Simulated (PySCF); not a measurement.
`[C@@]1(SC)(F)CC[S@@]1=O`, C4H7FOS2

Geometry:
| atom | x (Å) | y (Å) | z (Å) |
| --- | --- | --- | --- |
| C1 | 2.336 | 1.001 | 0.214 |
| S2 | 0.804 | 1.105 | -0.753 |
| C3 | 0.104 | -0.505 | -0.362 |
| F4 | 0.967 | -1.514 | -0.698 |
| C5 | -1.317 | -0.695 | -0.872 |
| C6 | -2.013 | -0.287 | 0.421 |
| S7 | -0.503 | -0.668 | 1.447 |
| O8 | -0.120 | 0.509 | 2.213 |
| H9 | 2.863 | 0.091 | -0.058 |
| H10 | 2.924 | 1.872 | -0.057 |
| H11 | 2.092 | 1.020 | 1.271 |
| H12 | -1.480 | -1.747 | -1.108 |
| H13 | -1.562 | -0.093 | -1.746 |
| H14 | -2.890 | -0.861 | 0.700 |
| H15 | -2.211 | 0.779 | 0.483 |

Level of theory: TDDFT wB97X-D/aug-cc-pVDZ circular dichroism and optical rotation, one conformer, gas phase in PySCF 2.14.0. Geometry: GFN2-xTB.

The molecule is flexible and this is one conformer; a measurement averages over conformers.

Stereocentres: C3 R, S7 S.

Q: Give the optical rotatory dispersion at 633, 589.3, 546, 436, 405, 365, 355 nm.

A: [α] in deg dm⁻¹ (g/mL)⁻¹:
| λ (nm) | origin-invariant length gauge | modified velocity gauge | length gauge (centre of mass) | isotropic polarisability (au) |
| --- | --- | --- | --- | --- |
| 633 | +393.1 | +393.7 | +393.2 | 94.0 |
| 589.3 | +463.3 | +464.1 | +463.4 | 94.4 |
| 546 | +554.4 | +555.4 | +554.6 | 94.9 |
| 436 | +976.1 | +978.5 | +976.3 | 97.1 |
| 405 | +1195.7 | +1198.9 | +1196.0 | 98.1 |
| 365 | +1630.0 | +1634.7 | +1630.4 | 99.9 |
| 355 | +1782.0 | +1787.1 | +1782.5 | 100.5 |

Q: And for the mirror image at 589.3 nm?

A: -463.3 deg dm⁻¹ (g/mL)⁻¹ (origin-invariant length gauge): the same size and the opposite sign.

Q: What is the molar rotation [Φ] = [α]·M/100 of the geometry above at 589.3 nm?

A: With M = 154.22 g/mol, +714.5 deg cm² dmol⁻¹ (origin-invariant length gauge).

The first excitation lies at 5.17 eV (240 nm) with R = +35.3 × 10⁻⁴⁰ esu² cm² (velocity form).
